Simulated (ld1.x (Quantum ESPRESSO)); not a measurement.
## Configuration tests for rhodium (Rh) (TM)

```json
{
 "Element": "Rh",
 "Generator": "ld1.x (Quantum ESPRESSO) 7.5",
 "Type": "norm-conserving Troullier–Martins (Kleinman–Bylander form)",
 "Functional": "PBE",
 "Relativity": "scalar-relativistic",
 "Frozen core": "[Kr]",
 "Valence charge": "9",
 "Reference configuration": "4d7.5 5s0 5p0 (charge +1.5)",
 "Partial waves": "5s (bound, empty): rc 1.80 bohr; 5p (bound, empty): rc 2.50 bohr; 4d (bound): rc 1.20 bohr",
 "Local potential": "all-electron potential smoothed inside 2.50 bohr (lloc = -2)",
 "Core correction": "none"
}
```

Energies are relative to the spin-unpolarised reference configuration 4d7.5 5s0 5p0; without spin polarisation the order of configurations can differ from experiment.

Question: Give the all-electron excitation energy and the error of the potential for: 4d8 5s1 5p0; 4d8 5s0 5p0; 4d7 5s0 5p0; 4d8 5s0 5p1; 4d7 5s2 5p0; 4d6 5s0 5p0; 4d9 5s0 5p0.

Answer:

| valence configuration | charge | ΔE all-electron (eV) | error AE − PS (meV) |
| --- | --- | --- | --- |
| 4d8 5s1 5p0 | 0 | -15.695 | +51 |
| 4d8 5s0 5p0 | +1 | -8.234 | -13 |
| 4d7 5s0 5p0 | +2 | 11.276 | -21 |
| 4d8 5s0 5p1 | 0 | -12.091 | +20 |
| 4d7 5s2 5p0 | 0 | -13.216 | +59 |
| 4d6 5s0 5p0 | +3 | 43.781 | -242 |
| 4d9 5s0 5p0 | 0 | -16.604 | -63 |
